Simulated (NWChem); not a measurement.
Molecule: SiH$_{3}$S$_{2}$F; SMILES F[SiH](S)S

```xyz
7

Si    -0.4340     0.0002    -0.4123
F     -1.8427    -0.1617     0.3799
S      0.6608     1.7192     0.1786
S      0.8154    -1.6347     0.1184
H     -0.8041     0.0853    -1.8468
H      0.0612     2.5215    -0.7294
H     -0.2159    -2.5076     0.1789
```
Atoms are numbered in this order, from 1.

Program: NWChem. Pople sets run with spherical d functions. All runs use the structure optimised with PBE0/def2-SVP. Total energies compare along this basis series because the functional is fixed.

```csv
level,basis functions,energy (Ha),highest occupied level (eV),orbital gap (eV),dipole (D)
TPSS/STO-3G,35,-1174.0006,___,___,___
TPSS/3-21G,54,-1181.6302,-6.95,6.58,2.60
TPSS/6-31G*,74,-1187.6463,-6.74,6.12,1.78
TPSS/6-31+G*,90,-1187.6572,-6.84,5.75,1.62
TPSS/6-311G**,114,-1187.7678,-6.86,5.94,1.72
TPSS/6-311++G**,133,-1187.7738,-6.87,5.71,1.59
```

Some entries are withheld; supply them.


- TPSS/STO-3G, highest occupied level (eV): -2.52
- TPSS/STO-3G, orbital gap (eV): 6.93
- TPSS/STO-3G, dipole (D): 1.55
